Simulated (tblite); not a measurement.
Compound: C6H16OSi2.
Geometry (GFN2-xTB, Å), atoms numbered from 1 in this order:
```xyz
25
C6H16OSi2 angstrom
C      2.6737   -0.9657   -0.6257
C      1.1872   -0.8866   -0.7591
C      0.3514   -0.2299    0.0350
O      0.7573    0.4929    1.1263
Si     1.7406    1.7557    1.3750
C     -1.1490   -0.1920   -0.0737
C     -1.7166   -1.3101   -0.9429
C     -1.5513    1.1606   -0.6724
Si    -1.7782   -0.3201    1.7406
H      3.1585   -0.5047   -1.4871
H      3.0208   -0.4698    0.2757
H      2.9863   -2.0097   -0.5912
H      0.7752   -1.4378   -1.5895
H      2.9180    1.2794    2.1034
H      2.1337    2.3752    0.1085
H      0.9387    2.6672    2.1871
H     -1.3826   -2.2833   -0.5910
H     -2.8040   -1.2883   -0.9090
H     -1.4141   -1.1939   -1.9832
H     -1.1331    1.9794   -0.0907
H     -2.6346    1.2658   -0.6839
H     -1.1862    1.2465   -1.6967
H     -1.0604   -1.4018    2.4115
H     -1.6348    0.9460    2.4532
H     -3.2074   -0.6508    1.6676
```

Computed values, GFN2-xTB/tblite, gas phase, harmonic and unscaled. The method is semi-empirical: single wavenumbers can be off by several per cent or more. Modes of hydrogen on silicon can be 10 to 20 % off. One conformer, not necessarily the lowest.

Harmonic wavenumbers (cm⁻¹): 30.3, 61.7, 69.9, 87.6, 105.9, 152.4, 166.2, 186.5, 216.9, 230.0, 254.3, 278.8, 295.2, 325.2, 337.0, 385.3, 501.6, 551.9, 568.2, 587.3, 607.7, 628.3, 663.6, 741.7, 763.5, 780.9, 788.9, 792.8, 797.7, 811.8, 838.0, 893.3, 965.4, 974.7, 1018.3, 1033.2, 1042.7, 1090.8, 1155.8, 1169.5, 1190.1, 1248.8, 1294.5, 1403.6, 1405.8, 1419.4, 1477.0, 1488.7, 1497.1, 1503.5, 1509.6, 1518.7, 1729.2, 2223.2, 2237.7, 2252.5, 2281.5, 2285.0, 2297.1, 2983.9, 2990.2, 2999.4, 3002.2, 3016.0, 3024.8, 3028.3, 3033.4, 3059.3, 3102.3.

A = 1401, B = 901.0, C = 690.8 MHz; mass 160.074 u (most abundant isotopes); point group C1, symmetry number 1.

Problem. What is the zero-point energy?

Solution. Half the sum of the wavenumbers: 42727 cm⁻¹ = 122.16 kcal/mol.

Problem. What is S at 200 K and 1 bar for an ideal gas of classical rigid rotors and harmonic oscillators?

Solution. Translation 39.16, rotation 29.10, vibration 31.44: S = 99.7 cal/(mol K).

Problem. And Cp and H(200 K) − H(0)?

Solution. Cp = 40.41 cal/(mol K), of which vibrations give 32.46 (their classical limit is 69 R = 137.1); H(200 K) − H(0) = 4.96 kcal/mol without the zero-point energy, 3.37 from vibrations.

Problem. Blend soft modes into free rotors: weight 1/[1 + (100 cm⁻¹/ν̃)⁴] for the oscillator and the rest for a rotor with moment μB/(μ + B), μ = h/(8π²ν), B = 10⁻⁴⁴ kg m². What vibrational entropy results?

Solution. 28.87 cal/(mol K) in place of 31.44, which changes −T·S at 200 K by +0.51 kcal/mol.

Problem. How do the functions run with temperature in this model?

Solution. 
```
 T (K)  S (cal/(mol K))  Cp (cal/(mol K))  H − H(0) (kcal/mol)  G − H(0) (kcal/mol)  ln q(vib)
   150             89.2              33.2                 3.12               -10.26       5.21
   250            109.5              47.5                 7.16               -20.21       9.44
298.15            118.4              54.2                 9.61               -25.70      11.43
   400            136.2              67.0                15.79               -38.68      15.54
   600            167.2              86.4                31.25               -69.10      23.21
   900            206.2             105.7                60.29              -125.32      33.70
```

q(vib) and H(0) count from the zero-point level.

Hindered rotation and anharmonicity are outside this model. Other conformers, if any are populated, would add a mixing term that is left out. The structure is chiral; the term R ln 2 for an equal mix with its mirror image is left out.

The run took 4.9 s on one thread, Intel Xeon at 2.50 GHz (x86_64), no GPU, shared host. This covers the Hessian and the dipole derivatives.
